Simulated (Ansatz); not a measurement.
Species: MoH (charge 0, quartet). The spin state was set by rule; other spins were not relaxed. 
Structure (B3LYP-D3(BJ)/def2-TZVP (Ansatz, an electronic-structure program) minimum search):
```
Mo
H 1 1.7037
```
Charge 0, spin multiplicity 4.

Parts of the frozen-core correlation energy in def2-SVP (Ansatz, hartree). Frozen orbitals: 4; correlated occupied orbitals by spin: 5 and 2; virtual: 27 and 30. Open shells are spin-unrestricted. No spin-orbit coupling. Past Kr the def2 sets carry scalar-relativistic core potentials. The program attaches cautions to this run: other amplitudes.

```csv
term,value
reference (HF),-68.02671
MP2 opposite-spin,(withheld)
MP2 same-spin,(withheld)
CCSD correlation,-0.12788
(T),(withheld)
T1 diagnostic,0.137
largest doubles amplitude,0.556
<S^2> of the reference,4.777
```

### Question
Some entries are withheld; supply them.

### Answer

- MP2 opposite-spin, value: -0.04677
- MP2 same-spin, value: -0.03309
- (T), value: -0.04178
